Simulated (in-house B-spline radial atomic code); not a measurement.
Configurations of Co VI (Co5+), with energies counted from [Ar] 3d4. Method: non-relativistic PBE0, spin-polarised, spherical fractional occupations, exact exchange averaged over the configuration, point nucleus. Calculated with a radial B-spline atomic code at the basis-set limit. Shells without spins written out take the highest spin.

Occupations are held fixed; configurations that lie above the ionisation limit could autoionise.

```
       configuration  E - E(ref) (eV)  highest orbital  its <r> (bohr)
        [Ar] 3d3 4f1           72.044            4f up           2.775
[Ne] 3s2 3p5 3d4 4s1           88.087            4s up           1.836
[Ne] 3s2 3p5 3d4 4p1           98.015            4p up           1.989
```

Problem. Order these further configurations by energy, lowest first.
A. [Ar] 3d3 4s1
B. [Ar] 3d3 4p1
C. [Ne] 3s2 3p5 3d5
D. [Ne] 3s2 3p5 3d4 4f1

Solution. A (35.343 eV), B (45.224 eV), C (51.735 eV), D (125 eV).
